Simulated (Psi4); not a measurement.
Noncovalent pair: SiH4 (SMILES [SiH4]) (first 5 atoms) with H2 (SMILES [H][H]); geometry from B3LYP-D3(BJ)/def2-TZVP, rigid monomers moved along the line of their centres of mass till Si1···H6 is 4.73 Å.
(charge 0, multiplicity 1):
```xyz
7

Si     0.050     0.056    -0.013
H      0.118     0.144    -1.489
H     -1.336    -0.257     0.401
H      0.459     1.350     0.580
H      0.958    -1.011     0.462
H     -0.166    -0.190     4.708
H     -0.206    -0.229     5.450
```

Computed with SAPT0/jun-cc-pV(D+d)Z in Psi4 1.11.

### Question
Give the four SAPT terms and the total, and say what mostly holds the pair together.

### Answer
electrostatics 0.02, exchange 0.00, induction 0.00, dispersion -0.04, total -0.01 kcal/mol; the largest attraction is dispersion.
